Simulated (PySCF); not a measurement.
# Al (aluminium, neutral) across methods

[Ne] 3s1 3p2, high-spin 4P determinant (an excited configuration). Calculation: PySCF 2.14, in dyall-acv3z; the non-relativistic Hamiltonian (point nucleus).

| method | E (hartree) | mean ε 2p β (eV) | mean ε 3s α (eV) | mean ε 3p α (eV) | Σ⟨r²⟩ (bohr²) | ⟨S²⟩ |
| --- | --- | --- | --- | --- | --- | --- |
| PBE | -242.1051 | -70.598 | -9.136 | -3.877 | 34.65 | 3.750 |
| PBE0 | -242.1301 | -75.282 | -10.496 | -4.763 | 34.34 | 3.750 |
| UHF | -241.79289 | -88.273 | -14.177 | -7.128 | 34.51 | 3.750 |
| B97-3 | -242.2068 | -75.736 | -10.448 | -4.682 | 34.24 | 3.750 |
| LDA | -241.1876 | -70.741 | -9.201 | -3.865 | 34.85 | 3.750 |
| TPSSh | -242.2524 | -72.871 | -9.732 | -4.243 | 34.31 | 3.750 |
| r2SCAN | -242.2224 | -72.213 | -9.507 | -4.061 | 34.16 | 3.750 |
| r2SCAN0 | -242.2174 | -76.421 | -10.735 | -4.866 | 34.10 | 3.750 |
